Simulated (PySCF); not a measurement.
**How methods differ on the ionisation energy of Er(58+)**

Er(58+) [Ne] → Er(59+) [He] 2s2 2p5 [2p1/2^2 2p3/2^3, M_J = 3/2], as a difference of total energies. Computed with PySCF 2.14 in an even-tempered Gaussian basis (17 s from 40 bohr⁻², ratio 2.4; 13 p from 51 bohr⁻², ratio 2.4; 5 d from 180 bohr⁻², ratio 2.6; 4 f from 280 bohr⁻², ratio 2.6), with the two-component X2C-1e Hamiltonian. Correlated levels: nothing frozen; the 30 highest virtual spinors dropped. "Screened" scales the spin-orbit matrix elements by Boettger's factors to mimic the two-electron term; Breit and QED terms are absent.

```tsv
method	ionisation energy (eV)
GHF (spin-free)	13211.3
GMP2 (spin-free)	13212.9
GHF (screened spin-orbit)	12930.8
GMP2 (screened spin-orbit)	12932.4
```

For this ion Breit and QED terms and the two-electron picture change, all absent here, outweigh the correlation shift from GHF to GMP2.

The spin-free rows lack the spin-orbit shift.

For comparison: 12918 ± 6 eV (theoretical estimate listed by NIST; NIST Atomic Spectra Database, ionization energies).
